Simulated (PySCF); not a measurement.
Compound: C5H11NOSi2.
Structure used (PBE0-D3(BJ)/def2-SVP), in Å, numbered top down from 1:
```xyz
20
C5H11NOSi2 angstrom
N     -3.115    2.785   -0.165
C     -2.420    1.861   -0.110
C     -1.573    0.686   -0.015
C     -2.159   -0.690   -0.409
C     -1.423   -1.308    0.791
C     -1.270    0.108    1.403
Si     0.371    0.576    2.184
O      1.541    0.352    1.025
Si     2.731   -0.609    0.392
H     -0.635    0.881   -0.562
H     -3.250   -0.706   -0.273
H     -1.918   -1.057   -1.417
H     -0.453   -1.739    0.494
H     -1.964   -2.053    1.390
H     -2.108    0.329    2.084
H      0.647   -0.305    3.361
H      0.385    2.007    2.597
H      2.236   -1.243   -0.867
H      3.928    0.223    0.085
H      3.100   -1.683    1.364
```

Level: PBE0/pcSseg-1 in PySCF, non-relativistic, on one gas-phase PBE0-D3(BJ)/def2-SVP geometry that isn't relaxed in the solvent. The solvent is an IEF-PCM continuum (cavity from Bondi-type radii × 1.2). Only the electrostatic response of the medium enters.

| run | E − E(gas) (kcal/mol) | HOMO (eV) | HOMO–LUMO gap (eV) | dipole (D) |
| --- | --- | --- | --- | --- |
| gas | 0.00 | -8.34 | 8.14 | 4.43 |
| P | -6.61 | -8.02 | 8.14 | 5.68 |
| Q | -5.47 | -8.07 | 8.15 | 5.45 |

Problem. The runs were made in dimethylsulfoxide and tetrahydrofuran. Which run belongs to which solvent?

Solution. P = dimethylsulfoxide, Q = tetrahydrofuran. The dielectric constants are 7.426 (tetrahydrofuran), 46.83 (dimethylsulfoxide), and the energy falls further as ε rises. In this model the ground state sees the solvent through ε alone.

Problem. How constant is the ratio of the lowering to (ε − 1)/(2ε + 1)?

Solution. 
```tsv
solvent	(ε − 1)/(2ε + 1)	E − E(gas) (kcal/mol)	ratio (kcal/mol)	polarisation term (kcal/mol)
tetrahydrofuran	0.405	-5.47	-13.5	-6.45
dimethylsulfoxide	0.484	-6.61	-13.7	-8.06
```

The ratio changes by +1.2 % in size from tetrahydrofuran to dimethylsulfoxide. The polarisation term is half the interaction of the solute with the induced surface charges.

The run took 90 s of wall time on an Arm Neoverse N1 with one thread, shared host with 64 logical CPUs at a one-minute load of 61, and the process peaked at 1.2 GiB of memory. This is the whole shielding run at PBE0/pcSseg-1 in dimethylsulfoxide, SCF included.
